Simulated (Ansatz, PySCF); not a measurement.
System: S2O (charge 0, singlet). 
Geometry from a B3LYP-D3(BJ)/def2-TZVP (Ansatz, a program for electronic structure) optimisation:
```xyz
3

S     -1.2713    -0.2700    -0.0085
S      0.6249    -0.2533     0.0083
O      1.2928     1.0466     0.0004
```

Property: atomisation energy (electronic, to ground-state atoms), in kJ/mol. Correlated levels leave the core frozen unless marked. UHF or UKS for open shells. Spin-orbit coupling is left out. Non-relativistic. The coupled-cluster limit lacks core correlation, which all-electron functionals hold. CBS(X,Y): correlation extrapolated as X^-3; Hartree-Fock from the larger set. The bracket is a focal-point correction in the basis named. The program attaches cautions to a run behind MP2/STO-3G: large difference. The program attaches cautions to a run behind CCSD(T)/STO-3G: large difference.

| level | program | atomisation energy (kJ/mol) | minus last row |
|---|---|---|---|
| BLYP/def2-TZVPD | Ansatz | 890.3 | 30.8 |
| TPSS/def2-TZVPD | PySCF | 878.2 | 18.7 |
| M06-L/def2-TZVPD | PySCF | 886.1 | 26.6 |
| B3LYP-D3(BJ)/def2-TZVPD | Ansatz + dftd3 | 848.0 | -11.5 |
| PBE0/def2-TZVPD | Ansatz | 852.7 | -6.8 |
| HSE06-D4/def2-TZVPD | Ansatz + dftd4 | 861.4 | 1.9 |
| CAM-B3LYP/def2-TZVPD | Ansatz | 819.6 | -39.9 |
| wB97M-V/def2-TZVPD | Ansatz | 859.9 | 0.4 |
| B2PLYP-D3(BJ)/def2-TZVPD | Ansatz + dftd3 | 852.5 | -7.0 |
| PBE-QIDH/def2-TZVPD | Ansatz | 829.3 | -30.2 |
| RPA@PBE/cc-pV(Q+d)Z | Ansatz | 776.2 | -83.3 |
| MP2/STO-3G | Ansatz | 277.4 | -582.1 |
| MP2/cc-pV(T+d)Z | Ansatz | 873.4 | 13.9 |
| RI-MP2/aug-cc-pV(T+d)Z | Ansatz | 894.0 | 34.5 |
| SCS-MP2/6-31G | Ansatz | 199.9 | -659.6 |
| CCSD/6-31G* | Ansatz | 606.1 | -253.4 |
| CCSD/cc-pV(D+d)Z | Ansatz | 614.0 | -245.5 |
| CCSD(T)/STO-3G | Ansatz | 333.1 | -526.4 |
| CCSD(T)/cc-pVTZ | Ansatz | 763.9 | -95.6 |
| RI-MP2/CBS(cc-pV(T+d)Z,cc-pV(Q+d)Z)+[CCSD(T)-MP2]/cc-pV(T+d)Z | Ansatz | 861.1 | 1.6 |
| CCSD(T)/CBS(cc-pV(T+d)Z,cc-pV(Q+d)Z) | Ansatz | 859.5 | 0.0 |

The Hartree-Fock reference is unstable (checked in the largest basis), which strains HF and MP2.
